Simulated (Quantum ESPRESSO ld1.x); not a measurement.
Results of a calculation; reference values are marked as such.
Task: Radial electron density D(r) = 4 pi r^2 rho(r) of an atom or ion with 51 electrons. Code: ld1.x of Quantum ESPRESSO 7.5. Model: Dirac Kohn-Sham, B86b exchange with PBE correlation, spin-unpolarised, spherical densities, point nucleus.

r (bohr)  D(r) (e/bohr)
0.00365           17.18
0.004249          21.29
0.004908          25.84
0.005713          31.32
0.006651          37.44
0.007743          44.03
0.009014          50.82
0.01049           57.41
0.01222           63.30
0.01422           67.91
0.01656           70.72
0.01927           71.41
0.02244           70.03
0.02612           67.18
0.03041           64.04
0.0354            62.21
0.04121           63.23
0.04798           67.91
0.05586           75.64
0.06502           84.16
0.0757            90.08
0.08813           90.43
0.1026            84.50
0.1185            75.52
0.1379            67.41
0.1606            65.32
0.1869            69.77
0.2176            75.80
0.2533            75.94
0.2949            66.08
0.3434            49.25
0.3997            33.62
0.4653            25.96
0.5417            26.43
0.6307            29.38
0.7342            29.02
0.8547            23.94
0.995             16.74
1.158             10.58
1.349             6.781
1.57              4.777
1.828             3.491
2.128             2.338
2.477             1.357
2.861            0.7701
3.33             0.5079
3.877            0.4237
4.513            0.3315
5.254            0.1969
6.117           0.08362
7.121           0.02445
8.29           0.004682
9.651         0.0005572

What is the nuclear charge?

Result: Z = 54. The innermost maximum, from 1s, lies near gamma/Z bohr with gamma = sqrt(1 - (Z/c)^2) = 0.919, here 0.017 bohr (found: 0.0187), and its height grows with Z. The density is that of the xenon ion Xe3+ in [Kr] 4d10 5s1 5p3 6p1; the configuration itself is not fixed sharply by these data, and Z only to a few units. D(r) has 4 maxima, at r = 0.0187, 0.0827, 0.236, 0.672 bohr, and minima at 0.0366, 0.156, 0.492 bohr, inside which lie 2.03, 11.21, 28.94 electrons.
